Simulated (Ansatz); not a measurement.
Single points on SnHMe2(NMeEt) (C5H15NSn).

```yaml
crystal:
  periodic: [false, false, false]
  atoms:
    - {symbol: C, position_ang: [2.839790, 0.958383, -0.444706]}
    - {symbol: C, position_ang: [-0.344818, 2.500961, 0.000504]}
    - {symbol: C, position_ang: [0.058676, -1.346514, -1.350585]}
    - {symbol: C, position_ang: [-0.880163, -1.607437, 0.895575]}
    - {symbol: C, position_ang: [-2.305203, -1.054852, 0.718161]}
    - {symbol: N, position_ang: [0.154329, -1.023169, 0.057968]}
    - {symbol: Sn, position_ang: [0.934182, 0.831125, 0.582504]}
    - {symbol: H, position_ang: [1.098714, 0.734166, 2.308996]}
    - {symbol: H, position_ang: [2.678588, 1.090164, -1.532661]}
    - {symbol: H, position_ang: [3.416051, 0.029736, -0.270871]}
    - {symbol: H, position_ang: [3.419405, 1.822031, -0.064933]}
    - {symbol: H, position_ang: [0.144043, 3.461808, 0.255289]}
    - {symbol: H, position_ang: [-1.316466, 2.438048, 0.526962]}
    - {symbol: H, position_ang: [-0.523576, 2.467720, -1.091886]}
    - {symbol: H, position_ang: [0.018221, -2.454199, -1.491683]}
    - {symbol: H, position_ang: [-0.832231, -0.927678, -1.889898]}
    - {symbol: H, position_ang: [0.958819, -0.990472, -1.896416]}
    - {symbol: H, position_ang: [-0.899618, -2.710032, 0.706940]}
    - {symbol: H, position_ang: [-0.578629, -1.492846, 1.961301]}
    - {symbol: H, position_ang: [-3.029122, -1.594573, 1.364168]}
    - {symbol: H, position_ang: [-2.354818, 0.022576, 0.985379]}
    - {symbol: H, position_ang: [-2.656183, -1.154945, -0.330100]}
basis:
  gaussian: {orbitals: def2-TZVP, initial_orbitals: start.molden}
hamiltonian: {xc: r2scan, dispersion: d4}
scf: {omitted_lower_state_checks: [starts]}
output: {orbitals: {seedname: orbitals}}
```

The file start.molden holds the orbitals of an earlier run on this structure, at another level or in another basis.

```sh
$ ansatz run in.yaml --threads 4 --pin off --events-out ev --progress --plain --max-ram 4787MiB
```

Output, abridged:

```
Functional definition: r2SCAN
  name "r2SCAN"
  cite "Furness, Kaplan, Ning, Perdew & Sun, J. Phys. Chem. Lett. 11, 8208 (2020) doi:10.1021/acs.jpclett.0c02405"
  cite "Furness, Kaplan, Ning, Perdew & Sun, J. Phys. Chem. Lett. 11, 9248 (2020) doi:10.1021/acs.jpclett.0c03077"
  parent r2scan
  parameter k0 = 0.174
  parameter k1 = 0.065
  parameter a1 = 4.9479
  exchange = r2scan_x(k0 = k0, k1 = k1, a1 = a1)
  correlation = r2scan_c
these checks for a lower state are left out or cut short: starts
2103 factors; their error is unknown
mean field evaluation 1: about -12751.4210 eV, gradient 6.4e0 eV
mean field evaluation 2: about -12751.4857 eV, gradient 6.5e-2 eV
mean field evaluation 4: about -12751.4301 eV, gradient 5.7e-4 eV
mean field -12751.43011059 eV, -468.6064133343 hartree, gradient 9.1e-6 eV, S^2 0.000000; 0 other end points of the search recorded, 0 dependent functions left out
reference -12751.43012860 eV, -468.6064139963 hartree; 37, 37 occupied and 289, 289 virtual orbitals, 2103 factors
Total energy: -12751.57697259 eV, -468.6118104135 hartree
Checks for a lower state left out: starts
```

Run time 4.5 s (4 threads of Intel Xeon 6975P-C on a shared host), peak host memory 0.63 GiB.

The first input with `correlation: {method: mp2}` and without the key `hamiltonian` (abridged; 8 s):

```
Functional definition: HF
mean field -12678.70794496 eV, -465.9339230405 hartree, gradient 2.7e-6 eV, S^2 0.000000
10 core orbitals not correlated: weight in the atoms' cores, before any rotation towards them, 1.000 or more for the frozen orbitals, at most 0.000 for the correlated occupied ones
second order -38.18597735 eV of doubles, -0.00000000 eV of singles
Total energy: -12716.89392232 eV, -467.3372318248 hartree
Checks for a lower state left out: starts
```

First input, but with `hamiltonian: {xc: hse06, dispersion: d4}` (abridged; 5.5 s):

```
Functional definition: HSE06
mean field -12744.67967636 eV, -468.3583394522 hartree, gradient 2.0e-5 eV, S^2 0.000000
Total energy: -12745.10725704 eV, -468.3740527523 hartree
Checks for a lower state left out: starts
```

First input, but with `hamiltonian: {xc: pbe, dispersion: d4}`, `output: {forces: true, orbitals: {seedname: orbitals}}` (abridged; 3.9 s):

```
Functional definition: PBE
mean field -12743.73690701 eV, -468.3236933176 hartree, gradient 2.6e-5 eV, S^2 0.000000
Total energy: -12744.26520189 eV, -468.3431077962 hartree
Atom 0 force     0.153779     0.000939    -0.103346 eV/Å
Atom 1 force    -0.119132     0.132238    -0.053103 eV/Å
Atom 2 force    -0.068568    -0.089899    -0.397396 eV/Å
Atom 3 force    -0.035709    -0.213371     0.200303 eV/Å
Atom 4 force    -0.226335     0.120138    -0.075111 eV/Å
Atom 5 force     0.168593     0.228716     0.119014 eV/Å
Atom 6 force    -0.059068    -0.137743    -0.080031 eV/Å
Atom 7 force    -0.022040     0.008912    -0.101669 eV/Å
Atom 8 force     0.045554    -0.038306     0.317512 eV/Å
Atom 9 force    -0.164129     0.258462    -0.050655 eV/Å
Atom 10 force    -0.166083    -0.237301    -0.099727 eV/Å
Atom 11 force    -0.128519    -0.265109    -0.065898 eV/Å
Atom 12 force     0.276608     0.017567    -0.145558 eV/Å
Atom 13 force     0.050042     0.002087     0.305403 eV/Å
Atom 14 force     0.009784     0.273778     0.071916 eV/Å
Atom 15 force     0.226914    -0.094493     0.181035 eV/Å
Atom 16 force    -0.227844    -0.081299     0.182656 eV/Å
Atom 17 force     0.003246     0.265259     0.014322 eV/Å
Atom 18 force    -0.067852     0.002063    -0.282775 eV/Å
Atom 19 force     0.206672     0.122250    -0.156489 eV/Å
Atom 20 force     0.034738    -0.289906    -0.067674 eV/Å
Atom 21 force     0.109350     0.015018     0.287273 eV/Å
Dipole moment:     0.011630     0.164381    -0.097713 e Å
Checks for a lower state left out: starts
```

The first input with `hamiltonian: {xc: {name: BHLYP}, dispersion: d4}` (abridged; 6 s):

```
Functional definition: BHLYP
mean field -12746.99151731 eV, -468.4432980398 hartree, gradient 1.2e-5 eV, S^2 0.000000
Total energy: -12747.64314577 eV, -468.4672449441 hartree
Checks for a lower state left out: starts
```

As the first input, with `hamiltonian: {xc: pbe0, dispersion: d4}` (abridged; 6.5 s):

```
Functional definition: PBE0
mean field -12745.15955507 eV, -468.3759746696 hartree, gradient 2.3e-5 eV, S^2 0.000000
Total energy: -12745.61551989 eV, -468.3927310674 hartree
Checks for a lower state left out: starts
```

The first input with `gaussian: {orbitals: def2-SVP, initial_orbitals: start.molden}`, `hamiltonian: {xc: pbe0, dispersion: d4}` (abridged; 2.5 s):

```
Functional definition: PBE0
mean field -12737.41590569 eV, -468.0914008034 hartree, gradient 1.2e-5 eV, S^2 0.000000
Total energy: -12737.87186027 eV, -468.1081568253 hartree
Checks for a lower state left out: starts
```

Geometry: PBE-D4/def2-SVP.

In the def2 sets Sn takes a core potential; there is no spin–orbit coupling. HSE06 is defined as in plane-wave codes, on full-range PBE exchange. Correlated methods freeze 10 core orbitals; core or outer-core shells of Sn are correlated, in sets that lack core-valence functions. Another isomer (singlet) lies 0.41 eV lower at PBE0-D4/def2-TZVP; other spin states weren't run for this one.
